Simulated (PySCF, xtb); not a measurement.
C5H6O2, SMILES C=C=CCC(=O)O.

GFN2-xTB (xtb) at its own geometry gives an orbital gap of 4.20 eV and a dipole moment of 1.90 D.

Geometry: TPSSh-D3(BJ)/def2-SVP. Other conformers were not sampled.

What does PySCF with PBE/def2-TZVP give? (Estimate from the structure and the level; the computed values follow.)

gap 5.10 eV (levels -6.29 and -1.19 eV), dipole 1.62 D.
